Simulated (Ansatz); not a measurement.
GaH4NSe, SMILES `[NH2][GaH][SeH]` at its PBE0-D4/def2-TZVP geometry, where that method's forces vanish. Charge 0, multiplicity 1.

```json
{"atom": "N1", "x (Å)": "0.491", "y (Å)": "-1.218", "z (Å)": "0.729"}
{"atom": "Ga2", "x (Å)": "-0.394", "y (Å)": "0.239", "z (Å)": "0.127"}
{"atom": "Se3", "x (Å)": "0.548", "y (Å)": "1.259", "z (Å)": "-1.744"}
{"atom": "H4", "x (Å)": "1.331", "y (Å)": "-1.581", "z (Å)": "0.314"}
{"atom": "H5", "x (Å)": "0.196", "y (Å)": "-1.756", "z (Å)": "1.526"}
{"atom": "H6", "x (Å)": "-1.687", "y (Å)": "0.757", "z (Å)": "0.816"}
{"atom": "H7", "x (Å)": "-0.486", "y (Å)": "2.300", "z (Å)": "-1.768"}
```

Problem. For each bond, give half the difference of the two atoms' forces along it (eV/Å; positive pushes the atoms apart) under PBE-D4, r2SCAN-D4, B3LYP-D4, ωB97M-V in def2-TZVPP. (An estimate is asked.)

Solution. Computed: 
| bond | length (Å) | PBE-D4 | r2SCAN-D4 | B3LYP-D4 | ωB97M-V |
| --- | --- | --- | --- | --- | --- |
| N1–Ga2 | 1.809 | 0.09 | 0.00 | 0.18 | 0.08 |
| N1–H4 | 1.005 | 0.19 | 0.04 | -0.04 | -0.02 |
| N1–H5 | 1.005 | 0.20 | 0.04 | -0.04 | -0.02 |
| Ga2–Se3 | 2.330 | 0.11 | 0.00 | 0.15 | -0.03 |
| Ga2–H6 | 1.554 | -0.08 | -0.12 | -0.14 | -0.13 |
| Se3–H7 | 1.468 | 0.27 | -0.01 | 0.05 | -0.10 |

B3LYP here is the variant with VWN-RPA as its local correlation; programs differ in this.
